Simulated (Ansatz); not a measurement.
Two isomers of C2H10OSi2: A = `CO[SiH](C)[SiH3]`, B = `O[SiH2]CC[SiH3]`.

Gas-phase electronic energies from Ansatz, PBE0-D4/def2-TZVP geometries. CCSD(T)/CBS is the MP2 limit (def2-TZVPP, def2-QZVPP) plus CCSD(T) − MP2 in def2-TZVPP, frozen cores. Functionals use def2-TZVPP. B3LYP here is the variant with VWN-RPA as its local correlation; programs differ in this. One conformer a species, not always the lowest.

A:

```xyz
15

C     2.219   -0.514   -0.813
O     1.200   -0.585    0.156
Si   -0.097    0.437    0.163
C    -1.174    0.216   -1.350
Si   -1.259   -0.031    2.140
H     1.860   -0.832   -1.799
H     2.623    0.502   -0.900
H     3.028   -1.182   -0.511
H     0.397    1.850    0.172
H    -1.559   -0.805   -1.416
H    -0.621    0.436   -2.267
H    -2.027    0.899   -1.306
H    -2.438    0.874    2.253
H    -1.755   -1.435    2.141
H    -0.398    0.171    3.336
```

B:

Z-matrix (Å, degrees):
```
Si
C 1 1.874
O 1 1.650 2 113.3
H 1 1.494 2 108.1 3 123.1
H 1 1.484 2 109.5 3 -117.3
C 2 1.534 1 116.3 3 -72.9
H 2 1.096 1 107.9 3 52.1
H 2 1.098 1 106.0 3 164.9
H 3 0.959 1 117.3 2 68.0
Si 6 1.878 2 116.1 1 66.9
H 6 1.096 2 110.5 1 -55.9
H 6 1.097 2 110.3 1 -172.3
H 10 1.487 6 110.3 2 172.7
H 10 1.487 6 111.1 2 51.4
H 10 1.494 6 111.3 2 -68.5
```

Q: Which isomer does CCSD(T)/CBS put lower? Give the gap. (Best estimate.)

A: The calculation gave: B, by 39.9 kJ/mol.

Q: Give E(B) − E(A) in kJ/mol with B3LYP, r2SCAN-D4, CCSD/def2-TZVPP, MP2/def2-TZVPP, ωB97M-V, PBE-D4, B3LYP-D4. (Best estimate.)

A: Ansatz gave: B3LYP -25.2, r2SCAN-D4 -31.1, CCSD/def2-TZVPP -36.9, MP2/def2-TZVPP -48.3, ωB97M-V -41.4, PBE-D4 -26.1, B3LYP-D4 -30.1. None reverses the order clearly.

Largest T1 diagnostic: 0.011.

In def2-TZVPP, CCSD(T) changes the Hartree–Fock value by −10.9 kJ/mol (the triples alone add −0.9 kJ/mol) and MP2 by −21.3 kJ/mol. From PBE to PBE0 (25 % exact exchange), in def2-TZVPP and without D4, E(B) − E(A) moves by −4.3 kJ/mol.
